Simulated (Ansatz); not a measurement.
Calculation: B3LYP-D3(BJ)/def2-SVP (Ansatz, an electronic-structure program). No frequencies were computed at this level.

Ansatz 0.2 input:
```yaml
crystal:
  periodic: [false, false, false]
  atoms:
    - { symbol: C, position_ang: [-2.801614, -0.906948, 0.253178] }
    - { symbol: C, position_ang: [-2.143451, 0.426871, 0.481261] }
    - { symbol: Sn, position_ang: [-0.08653, 0.583306, -0.510527] }
    - { symbol: Br, position_ang: [0.34341, 3.052328, -0.900427] }
    - { symbol: Br, position_ang: [-0.380361, -0.390842, -2.832279] }
    - { symbol: C, position_ang: [1.892206, -0.272208, 0.260094] }
    - { symbol: C, position_ang: [3.040525, 0.079839, -0.645749] }
    - { symbol: H, position_ang: [-3.796802, -0.893341, 0.699491] }
    - { symbol: H, position_ang: [-2.239525, -1.717456, 0.712032] }
    - { symbol: H, position_ang: [-2.916498, -1.118426, -0.808108] }
    - { symbol: H, position_ang: [-2.714766, 1.244034, 0.044077] }
    - { symbol: H, position_ang: [-1.974758, 0.62867, 1.536267] }
    - { symbol: H, position_ang: [1.733539, -1.345861, 0.323298] }
    - { symbol: H, position_ang: [2.013695, 0.141531, 1.257937] }
    - { symbol: H, position_ang: [2.895351, -0.321948, -1.647326] }
    - { symbol: H, position_ang: [3.959859, -0.347388, -0.243347] }
    - { symbol: H, position_ang: [3.175708, 1.157837, -0.717464] }
basis:
  gaussian: { orbitals: def2-svp }
hamiltonian:
  xc: b3lyp
  dispersion: d3bj
relax:
  max_steps: 150
```

Output:

```
Functional definition: B3LYP
2236 factors; integrals over basis functions are off by at most 4.0e-4 eV
mean field evaluation 1: about -150206.6801 eV, gradient 7.5e1 eV
mean field evaluation 2: about -150191.3740 eV, gradient 1.0e2 eV
mean field evaluation 4: about -150221.4472 eV, gradient 4.9e0 eV
mean field evaluation 8: about -150221.5323 eV, gradient 9.9e-2 eV
mean field evaluation 16: about -150221.5324 eV, gradient 5.2e-5 eV
mean field -150221.53237586 eV, -5520.5394910010 hartree, gradient 5.2e-5 eV, S^2 0.000000; 0 other end points of the search recorded, 0 dependent functions left out
reference -150221.53270994 eV, -5520.5395032781 hartree; 63, 63 occupied and 133, 133 virtual orbitals, 2236 factors
relax step   1: F+E_penalty+E_count = -150222.42476685 eV  Δ(F+E_penalty+E_count) = +0.000e0 eV  max|allowed force component| = 1.102e0 eV/Å  Δτ_max = 0.0000 Å  (27 SCF iters, accepted)
these checks for a lower state are left out or cut short: starts, cluster_reference, orbital_swaps, neighbouring_geometries, increment
2236 factors; integrals over basis functions are off by at most 4.0e-4 eV
mean field -150221.65446408 eV, -5520.5439776603 hartree, gradient 9.3e-6 eV, S^2 0.000000; 0 other end points of the search recorded, 0 dependent functions left out
reference -150221.65479402 eV, -5520.5439897856 hartree; 63, 63 occupied and 133, 133 virtual orbitals, 2236 factors
relax step   2: F+E_penalty+E_count = -150222.57602672 eV  Δ(F+E_penalty+E_count) = -1.513e-1 eV  max|allowed force component| = 3.646e-1 eV/Å  Δτ_max = 0.1941 Å  (29 SCF iters, accepted)
these checks for a lower state are left out or cut short: starts, cluster_reference, orbital_swaps, neighbouring_geometries, increment
2236 factors; integrals over basis functions are off by at most 4.1e-4 eV
mean field -150221.67697621 eV, -5520.5448049659 hartree, gradient 1.1e-5 eV, S^2 0.000000; 0 other end points of the search recorded, 0 dependent functions left out
reference -150221.67730670 eV, -5520.5448171113 hartree; 63, 63 occupied and 133, 133 virtual orbitals, 2236 factors
relax step   3: F+E_penalty+E_count = -150222.59689570 eV  Δ(F+E_penalty+E_count) = -2.087e-2 eV  max|allowed force component| = 1.563e-1 eV/Å  Δτ_max = 0.0899 Å  (29 SCF iters, accepted)
these checks for a lower state are left out or cut short: starts, cluster_reference, orbital_swaps, neighbouring_geometries, increment
2236 factors; integrals over basis functions are off by at most 4.1e-4 eV
mean field evaluation 32: about -150221.6586 eV, gradient 5.3e-3 eV
mean field -150221.68580115 eV, -5520.5451292764 hartree, gradient 1.1e-5 eV, S^2 0.000000; 0 other end points of the search recorded, 0 dependent functions left out
reference -150221.68613187 eV, -5520.5451414304 hartree; 63, 63 occupied and 133, 133 virtual orbitals, 2236 factors
relax step   4: F+E_penalty+E_count = -150222.60162646 eV  Δ(F+E_penalty+E_count) = -4.731e-3 eV  max|allowed force component| = 3.296e-2 eV/Å  Δτ_max = 0.0266 Å  (30 SCF iters, accepted)
these checks for a lower state are left out or cut short: starts, cluster_reference, orbital_swaps, neighbouring_geometries, increment
2236 factors; integrals over basis functions are off by at most 4.1e-4 eV
mean field -150221.68642396 eV, -5520.5451521642 hartree, gradient 2.3e-5 eV, S^2 0.000000; 0 other end points of the search recorded, 0 dependent functions left out
reference -150221.68675453 eV, -5520.5451643125 hartree; 63, 63 occupied and 133, 133 virtual orbitals, 2236 factors
relax step   5: F+E_penalty+E_count = -150222.60234347 eV  Δ(F+E_penalty+E_count) = -7.170e-4 eV  max|allowed force component| = 1.087e-2 eV/Å  Δτ_max = 0.0166 Å  (23 SCF iters, accepted)
these checks for a lower state are left out or cut short: starts, cluster_reference, orbital_swaps, neighbouring_geometries, increment
2236 factors; integrals over basis functions are off by at most 4.1e-4 eV
mean field -150221.68808570 eV, -5520.5452132321 hartree, gradient 1.1e-5 eV, S^2 0.000000; 0 other end points of the search recorded, 0 dependent functions left out
reference -150221.68841610 eV, -5520.5452253743 hartree; 63, 63 occupied and 133, 133 virtual orbitals, 2236 factors
relax step   6: F+E_penalty+E_count = -150222.60316517 eV  Δ(F+E_penalty+E_count) = -8.217e-4 eV  max|allowed force component| = 2.276e-2 eV/Å  Δτ_max = 0.0410 Å  (29 SCF iters, accepted)
these checks for a lower state are left out or cut short: starts, cluster_reference, orbital_swaps, neighbouring_geometries, increment
2236 factors; integrals over basis functions are off by at most 4.1e-4 eV
mean field -150221.68942104 eV, -5520.5452623051 hartree, gradient 1.1e-5 eV, S^2 0.000000; 0 other end points of the search recorded, 0 dependent functions left out
reference -150221.68975142 eV, -5520.5452744461 hartree; 63, 63 occupied and 133, 133 virtual orbitals, 2236 factors
relax step   7: F+E_penalty+E_count = -150222.60371634 eV  Δ(F+E_penalty+E_count) = -5.512e-4 eV  max|allowed force component| = 2.355e-2 eV/Å  Δτ_max = 0.0418 Å  (29 SCF iters, accepted)
these checks for a lower state are left out or cut short: starts, cluster_reference, orbital_swaps, neighbouring_geometries, increment
2236 factors; integrals over basis functions are off by at most 4.1e-4 eV
mean field evaluation 64: about -150221.6899 eV, gradient 1.1e-5 eV
mean field -150221.68988247 eV, -5520.5452792624 hartree, gradient 1.1e-5 eV, S^2 0.000000; 0 other end points of the search recorded, 0 dependent functions left out
reference -150221.69021277 eV, -5520.5452914005 hartree; 63, 63 occupied and 133, 133 virtual orbitals, 2236 factors
relax step   8: F+E_penalty+E_count = -150222.60399155 eV  Δ(F+E_penalty+E_count) = -2.752e-4 eV  max|allowed force component| = 1.923e-2 eV/Å  Δτ_max = 0.0278 Å  (30 SCF iters, accepted)
these checks for a lower state are left out or cut short: starts, cluster_reference, orbital_swaps, neighbouring_geometries, increment
2236 factors; integrals over basis functions are off by at most 4.1e-4 eV
mean field -150221.69012246 eV, -5520.5452880815 hartree, gradient 1.1e-5 eV, S^2 0.000000; 0 other end points of the search recorded, 0 dependent functions left out
reference -150221.69045264 eV, -5520.5453002154 hartree; 63, 63 occupied and 133, 133 virtual orbitals, 2236 factors
relax step   9: F+E_penalty+E_count = -150222.60426566 eV  Δ(F+E_penalty+E_count) = -2.741e-4 eV  max|allowed force component| = 2.313e-2 eV/Å  Δτ_max = 0.0366 Å  (29 SCF iters, accepted)
these checks for a lower state are left out or cut short: starts, cluster_reference, orbital_swaps, neighbouring_geometries, increment
2236 factors; integrals over basis functions are off by at most 4.1e-4 eV
mean field -150221.69015916 eV, -5520.5452894303 hartree, gradient 1.1e-5 eV, S^2 0.000000; 0 other end points of the search recorded, 0 dependent functions left out
reference -150221.69048925 eV, -5520.5453015608 hartree; 63, 63 occupied and 133, 133 virtual orbitals, 2236 factors
relax step  10: F+E_penalty+E_count = -150222.60445511 eV  Δ(F+E_penalty+E_count) = -1.894e-4 eV  max|allowed force component| = 2.744e-2 eV/Å  Δτ_max = 0.0290 Å  (29 SCF iters, accepted)
these checks for a lower state are left out or cut short: starts, cluster_reference, orbital_swaps, neighbouring_geometries, increment
2236 factors; integrals over basis functions are off by at most 4.1e-4 eV
mean field -150221.69026901 eV, -5520.5452934673 hartree, gradient 1.1e-5 eV, S^2 0.000000; 0 other end points of the search recorded, 0 dependent functions left out
reference -150221.69059899 eV, -5520.5453055940 hartree; 63, 63 occupied and 133, 133 virtual orbitals, 2236 factors
relax step  11: F+E_penalty+E_count = -150222.60450674 eV  Δ(F+E_penalty+E_count) = -5.163e-5 eV  max|allowed force component| = 3.881e-2 eV/Å  Δτ_max = 0.0436 Å  (29 SCF iters, accepted)
these checks for a lower state are left out or cut short: starts, cluster_reference, orbital_swaps, neighbouring_geometries, increment
2236 factors; integrals over basis functions are off by at most 4.1e-4 eV
mean field -150221.69041650 eV, -5520.5452988876 hartree, gradient 1.1e-5 eV, S^2 0.000000; 0 other end points of the search recorded, 0 dependent functions left out
reference -150221.69074642 eV, -5520.5453110119 hartree; 63, 63 occupied and 133, 133 virtual orbitals, 2236 factors
relax step  12: F+E_penalty+E_count = -150222.60457256 eV  Δ(F+E_penalty+E_count) = -6.582e-5 eV  max|allowed force component| = 3.299e-2 eV/Å  Δτ_max = 0.0180 Å  (30 SCF iters, accepted)
these checks for a lower state are left out or cut short: starts, cluster_reference, orbital_swaps, neighbouring_geometries, increment
2236 factors; integrals over basis functions are off by at most 4.1e-4 eV
mean field evaluation 96: about -150221.6906 eV, gradient 3.2e-4 eV
mean field -150221.69058426 eV, -5520.5453050525 hartree, gradient 1.3e-5 eV, S^2 0.000000; 0 other end points of the search recorded, 0 dependent functions left out
reference -150221.69091422 eV, -5520.5453171783 hartree; 63, 63 occupied and 133, 133 virtual orbitals, 2236 factors
relax step  13: F+E_penalty+E_count = -150222.60477296 eV  Δ(F+E_penalty+E_count) = -2.004e-4 eV  max|allowed force component| = 1.299e-2 eV/Å  Δτ_max = 0.0084 Å  (24 SCF iters, accepted)
these checks for a lower state are left out or cut short: starts, cluster_reference, orbital_swaps, neighbouring_geometries, increment
2236 factors; integrals over basis functions are off by at most 4.1e-4 eV
mean field -150221.69059771 eV, -5520.5453055469 hartree, gradient 8.8e-5 eV, S^2 0.000000; 0 other end points of the search recorded, 0 dependent functions left out
reference -150221.69092768 eV, -5520.5453176730 hartree; 63, 63 occupied and 133, 133 virtual orbitals, 2236 factors
relax step  14: F+E_penalty+E_count = -150222.60478942 eV  Δ(F+E_penalty+E_count) = -1.646e-5 eV  max|allowed force component| = 2.843e-3 eV/Å  Δτ_max = 0.0037 Å  (20 SCF iters, accepted)
2236 factors; integrals over basis functions are off by at most 4.1e-4 eV
mean field -150221.69059771 eV, -5520.5453055469 hartree, gradient 8.8e-5 eV, S^2 0.000000; 1 other end points of the search recorded, 0 dependent functions left out
reference -150221.69092768 eV, -5520.5453176730 hartree; 63, 63 occupied and 133, 133 virtual orbitals, 2236 factors
Total energy: -150222.60511939 eV, -5520.5789135985 hartree
Atom 0 at    -2.626494    -0.944540     0.281720 Å, force     0.002843    -0.000444    -0.000948 eV/Å
Atom 1 at    -2.046156     0.461711     0.410499 Å, force    -0.000683     0.000469     0.000102 eV/Å
Atom 2 at    -0.098325     0.666719    -0.532084 Å, force    -0.001880    -0.000557     0.000685 eV/Å
Atom 3 at     0.395701     3.140970    -0.738583 Å, force    -0.000173    -0.000582    -0.000110 eV/Å
Atom 4 at    -0.362453    -0.243294    -2.884229 Å, force    -0.000722     0.000219     0.000272 eV/Å
Atom 5 at     1.711948    -0.245840     0.250295 Å, force    -0.000413     0.000059    -0.000716 eV/Å
Atom 6 at     2.920057     0.017596    -0.643999 Å, force     0.000374     0.000095     0.000513 eV/Å
Atom 7 at    -3.631640    -0.995177     0.733175 Å, force    -0.000238     0.001006     0.000393 eV/Å
Atom 8 at    -2.002776    -1.697372     0.790803 Å, force    -0.000206    -0.000576     0.000276 eV/Å
Atom 9 at    -2.719414    -1.247633    -0.772631 Å, force     0.000086    -0.000684    -0.000318 eV/Å
Atom 10 at    -2.677166     1.219261    -0.077932 Å, force     0.000485     0.000419     0.000045 eV/Å
Atom 11 at    -1.912634     0.768490     1.460094 Å, force     0.000634     0.000642    -0.000524 eV/Å
Atom 12 at     1.492439    -1.320972     0.347722 Å, force    -0.000356     0.000237    -0.000204 eV/Å
Atom 13 at     1.845166     0.166120     1.263242 Å, force    -0.000076    -0.000527     0.000151 eV/Å
Atom 14 at     2.765845    -0.386042    -1.656692 Å, force     0.000308     0.000148     0.000194 eV/Å
Atom 15 at     3.825060    -0.455853    -0.227816 Å, force     0.000063    -0.000080    -0.000071 eV/Å
Atom 16 at     3.120831     1.095853    -0.741175 Å, force    -0.000047     0.000156     0.000259 eV/Å
Dipole moment:    -0.064437    -0.434051     0.674226 e Å
```

Cost: around 7 core-minutes (rough).
